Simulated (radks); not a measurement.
Values are calculated unless marked as measured or tabulated.
Problem. I16+, configuration [Kr] 4d1 (the NIST ground configuration). Code: a radial shooting solver on a logarithmic mesh with Libxc functionals. Model: scalar-relativistic Kohn-Sham, PBEsol, spin-polarised, spherical densities, finite nucleus; open shells are filled with parallel spins first (spin-orbit coupling, left out, can overturn this in heavy ions); Fermi nuclear charge, rms radius 4.75 fm. Some entries of the table are withheld. Estimate them.

orbital  occ.  eigenvalue (hartree)  <r^2> (bohr^2)  <1/r> (bohr^-1)
1s up       1             -1225.981        0.001005            56.81
1s down     1             -1225.980        0.001005            56.81
2s up       1             -201.7260         0.01619            13.02
2s down     1             -201.7070         0.01619            13.02
2p up       3             -182.6000         0.01281            12.46
2p down     3             -182.5851         0.01281            12.46
3s up       1             -51.71948          0.1116            4.694
3s down     1             -51.70870          0.1115            4.694
3p up       3             -45.52042          0.1114            4.468
3p down     3             -45.50838          0.1114            4.468
3d up       5                   (1)         0.09617            4.237
3d down     5                   (2)         0.09612            4.237
4s up       1             -19.21533          0.5336            2.044
4s down     1             -19.14853          0.5335            2.045
4p up       3             -17.09436          0.5809            1.923
4p down     3             -17.02745          0.5810            1.923
4d up       1                   (3)          0.6509            1.748
4d down     0                   (4)          0.6517            1.748

Solution. 
(1) 3d up eigenvalue (hartree): -36.30653
(2) 3d down eigenvalue (hartree): -36.28923
(3) 4d up eigenvalue (hartree): -13.93684
(4) 4d down eigenvalue (hartree): -13.87084
